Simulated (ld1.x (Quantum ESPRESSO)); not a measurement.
## revPBE PAW dataset for sulfur, scalar-relativistic all-electron reference.

sulfur, PAW, made with ld1.x (Quantum ESPRESSO) 7.5 (revPBE, scalar-relativistic). Core [He], reference 2s2 2p6 3s2 3p4. Waves: 2s (bound): rcut 0.65, rcutus 0.75 bohr; 3s (bound): rcut 0.65, rcutus 0.75 bohr; 2p (bound): rcut 0.65, rcutus 0.70 bohr; 3p (bound): rcut 0.65, rcutus 0.70 bohr; 3d channel at 0.05 Ry: rcut 0.45, rcutus 0.60 bohr. Local part: all-electron potential smoothed inside 0.60 bohr (lloc = -1). Core correction: Bessel-smoothed model core inside 0.60 bohr. Augmentation charge: GAUSS, radius 0.45 bohr.

All-electron outer shells of the reference configuration (revPBE, scalar-relativistic, ld1.x):

```json
{"shell": "1s", "level (eV)": "-2406.36", "outermost node (bohr)": "–", "outermost maximum (bohr)": "0.06"}
{"shell": "2s", "level (eV)": "-211.81", "outermost node (bohr)": "0.13", "outermost maximum (bohr)": "0.39"}
{"shell": "2p", "level (eV)": "-156.45", "outermost node (bohr)": "–", "outermost maximum (bohr)": "0.33"}
{"shell": "3s", "level (eV)": "-17.23", "outermost node (bohr)": "0.60", "outermost maximum (bohr)": "1.42"}
{"shell": "3p", "level (eV)": "-6.98", "outermost node (bohr)": "0.58", "outermost maximum (bohr)": "1.61"}
```

(1) Is a potential produced?

Answers

(1) No. ld1.x (Quantum ESPRESSO) 7.5 stopped with "compute_chi: chi too large beyond r_c": the function χ = (ε − T − V_loc)φ does not vanish beyond the cutoff radius.
